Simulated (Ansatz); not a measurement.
CH$_{8}$O$_{2}$Si$_{2}$ (`C[SiH2][SiH](O)O`). The species carries charge 0 and has multiplicity 1. The structure was optimised at the PBE0-D4/def2-TZVP level. It is one conformer, not always the lowest.

```xyz
13

C    -0.424    2.004    0.775
Si    0.796    0.885   -0.108
Si   -0.132   -1.223   -0.504
O    -0.769   -1.691    0.943
O     1.057   -2.232   -1.043
H    -0.730    1.554    1.722
H     0.020    2.980    0.983
H    -1.319    2.159    0.169
H     2.034    0.719    0.706
H     1.195    1.481   -1.416
H    -1.223   -1.244   -1.530
H    -1.318   -2.476    0.971
H     0.814   -2.915   -1.668
```

Task: What is the dipole moment at r2SCAN/def2-TZVPP? (An estimate is asked.)

Result: Ansatz gave: 2.22 D, with components (-1.74, -1.21, -0.67) D in this frame, pointing from negative to positive charge.

Task: And with PBE, B3LYP, ωB97M-V? (Best estimate.)

Result: The calculation gave: PBE 2.16 D, B3LYP 2.25 D, ωB97M-V 2.26 D.

Task: Give the Mulliken charges with r2SCAN, PBE, ωB97M-V in def2-TZVPP. (Estimate.)

Result: The calculation gave: 
```csv
atom,r2SCAN,PBE,ωB97M-V
C1,-0.31,-0.37,-0.45
Si2,0.22,0.15,0.14
Si3,0.57,0.46,0.49
O4,-0.41,-0.34,-0.37
O5,-0.41,-0.34,-0.37
H6,0.09,0.12,0.13
H7,0.08,0.11,0.12
H8,0.08,0.11,0.12
H9,-0.08,-0.06,-0.03
H10,-0.09,-0.07,-0.04
H11,-0.14,-0.13,-0.09
H12,0.19,0.18,0.17
H13,0.20,0.18,0.17
```

B3LYP here is the variant with VWN-RPA as its local correlation; programs differ in this.
